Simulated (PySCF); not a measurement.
Can point charges reproduce the dipole moment of `Cc1cc(C=O)pc(Cl)c1C=O`?

Coordinates (GFN2-xTB, Å) and charges (e) from the PBE0/pcSseg-1 density (PySCF):

| atom | x | y | z | Mulliken | IAO | Hirshfeld | ESP-fitted |
| --- | --- | --- | --- | --- | --- | --- | --- |
| C1 | -1.405 | -1.646 | 0.314 | -0.0655 | -0.4224 | -0.1193 | -0.5824 |
| C2 | -0.458 | -0.513 | 0.099 | -0.3136 | +0.0631 | +0.0389 | +0.5621 |
| C3 | 0.896 | -0.805 | 0.022 | +0.0817 | -0.1355 | -0.0389 | -0.7219 |
| C4 | 1.905 | 0.122 | -0.186 | -0.5802 | -0.2624 | -0.0668 | +0.3067 |
| C5 | 3.310 | -0.281 | -0.253 | +0.3796 | +0.2517 | +0.1157 | +0.3354 |
| O6 | 4.196 | 0.514 | -0.446 | -0.3463 | -0.3797 | -0.2105 | -0.4049 |
| P7 | 1.690 | 1.846 | -0.405 | +0.6983 | +0.4501 | +0.1266 | -0.0607 |
| C8 | -0.052 | 1.877 | -0.251 | -0.4391 | -0.2231 | -0.0325 | -0.0083 |
| Cl9 | -0.660 | 3.493 | -0.447 | -0.0496 | -0.0037 | +0.0044 | -0.0235 |
| C10 | -0.930 | 0.814 | -0.024 | -0.0899 | -0.0697 | -0.0209 | -0.2559 |
| C11 | -2.374 | 1.103 | 0.113 | +0.3743 | +0.2408 | +0.1175 | +0.4899 |
| O12 | -3.267 | 0.296 | 0.139 | -0.3561 | -0.3804 | -0.1889 | -0.4473 |
| H13 | -0.862 | -2.578 | 0.454 | +0.1158 | +0.1425 | +0.0474 | +0.1526 |
| H14 | -2.074 | -1.749 | -0.540 | +0.1534 | +0.1768 | +0.0498 | +0.1900 |
| H15 | -2.038 | -1.467 | 1.182 | +0.1496 | +0.1728 | +0.0476 | +0.1841 |
| H16 | 1.194 | -1.841 | 0.130 | +0.0996 | +0.1520 | +0.0534 | +0.2559 |
| H17 | 3.513 | -1.358 | -0.116 | +0.0746 | +0.1079 | +0.0489 | +0.0266 |
| H18 | -2.595 | 2.180 | 0.203 | +0.1134 | +0.1192 | +0.0276 | +0.0018 |

What dipole does each set of charges give (1 e·Å = 4.803 D), and what does the density give?

The full density gives (-0.73, -2.48, 0.68) D, 2.67 D in size; dipole vectors point from the negative to the positive end.

```
    scheme     μx     μy    μz  size (D)  share of the full size (%)  angle to the full dipole (°)
  Mulliken  -0.17  -2.16  0.65      2.26                          85                            12
       IAO   0.50  -0.61  0.39      0.88                          33                            53
 Hirshfeld  -0.09  -0.38  0.20      0.45                          17                            13
ESP-fitted  -0.71  -2.51  0.70      2.70                         101                             1
```

Which set comes closest?

Length of the difference vector: ESP-fitted 0.05 D, Mulliken 0.65 D, Hirshfeld 2.24 D, IAO 2.26 D. Closest: ESP-fitted. ESP charges are fitted to the potential around the molecule, whose slowest-falling term is the dipole's. The schemes that divide the density aren't constrained to reproduce the dipole.

What is left for the Hirshfeld atoms' own dipoles?

The shares of the density sum to the whole, so what Σ q r misses lies in dipoles about the nuclei. The atomic dipoles sum to (-0.73, -2.48, 0.68) − (-0.09, -0.38, 0.20) = (-0.64, -2.10, 0.48) D, 2.24 D in size.

With the origin at the mean of the coordinates, (0.000, 0.000, -0.001) Å, which are the largest single terms, by size, of the IAO dipole along the direction of the full one?

P7 -4.92, C1 -4.04, O6 +3.17, C8 +1.92, H13 +1.88 D; all 18 atoms together +0.53 D. The single terms depend on the origin, their sum doesn't.

Give the size of the full dipole in other units.

2.67 D = 1.051 au = 0.556 e·Å = 8.91 × 10⁻³⁰ C·m.

The structure is a single GFN2-xTB conformer in the gas phase; no vibrational or solvent corrections.

Conformer computed: `[CH3:1][c:2]1[cH:3][c:4]([CH:5]=[O:6])[p:7][c:8]([Cl:9])[c:10]1[CH:11]=[O:12]`: C3–C4–C5–O6 179°, C8–C10–C11–O12 170°.
